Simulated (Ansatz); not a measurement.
```yaml
crystal:
  periodic: [false, false, false]
  atoms:
    - {symbol: Al, position_ang: [-1.724445, 0.531557, 0.039286]}
    - {symbol: Si, position_ang: [0.570203, 1.389389, -0.209149]}
    - {symbol: Si, position_ang: [1.653715, -0.531214, -0.003904]}
    - {symbol: Si, position_ang: [-0.391501, -1.379714, 0.282279]}
basis:
  gaussian: {orbitals: "6-31++G**"}
total_charge: 1
magnetization: {spin_polarized: true, initial_magnetization: 2}
hamiltonian: {xc: {name: BHLYP}, dispersion: d3bjatm}
scf: {lower_state_search: light}
output: {forces: true}
```

```sh
$ ansatz run in.yaml --threads 4 --pin off --events-out ev --progress --plain --max-ram 3916MiB
```

Shortened log:

```
Functional definition: BHLYP
  name "BHLYP"
  cite "Becke, J. Chem. Phys. 98, 1372 (1993) doi:10.1063/1.464304"
  cite "Becke, Phys. Rev. A 38, 3098 (1988) doi:10.1103/PhysRevA.38.3098"
  cite "Lee, Yang & Parr, Phys. Rev. B 37, 785 (1988) doi:10.1103/PhysRevB.37.785"
  parameter a = 0.5
  exchange = (1 - a)*b88_x + a*exact_x
  correlation = lyp_c
749 factors; integrals over basis functions are off by at most 9.1e-4 eV
mean field evaluation 1: about -30211.5007 eV, gradient 2.1e1 eV
mean field evaluation 2: about -30208.5082 eV, gradient 2.7e1 eV
mean field evaluation 4: about -30215.4864 eV, gradient 2.1e0 eV
mean field evaluation 8: about -30215.8348 eV, gradient 8.0e-1 eV
mean field evaluation 16: about -30215.9696 eV, gradient 6.8e-1 eV
mean field evaluation 32: about -30216.5640 eV, gradient 9.6e-6 eV
mean field -30216.56402421 eV, -1110.4382463668 hartree, gradient 9.6e-6 eV, S^2 2.011101; 6 other end points of the search recorded, 0 dependent functions left out
the calculation of the forces begins
reference -30216.56418694 eV, -1110.4382523473 hartree; 28, 26 occupied and 64, 66 virtual orbitals, 749 factors
Total energy: -30217.08605684 eV, -1110.4574307125 hartree
Atom 0 at    -1.724445     0.531557     0.039286 Å, force    -1.500918     0.861267    -0.081387 eV/Å
Atom 1 at     0.570203     1.389389    -0.209149 Å, force     0.046204     0.079834     0.018464 eV/Å
Atom 2 at     1.653715    -0.531214    -0.003904 Å, force     0.994598    -0.403652    -0.033674 eV/Å
Atom 3 at    -0.391501    -1.379714     0.282279 Å, force     0.460116    -0.537449     0.096597 eV/Å
Dipole moment:    -0.208758     0.073335     0.018594 e Å
```

It took 10 s on 4 threads of Arm Neoverse V1 on a shared host.

The 6-31G sets use Cartesian d functions.

The dipole of an ion depends on the origin.
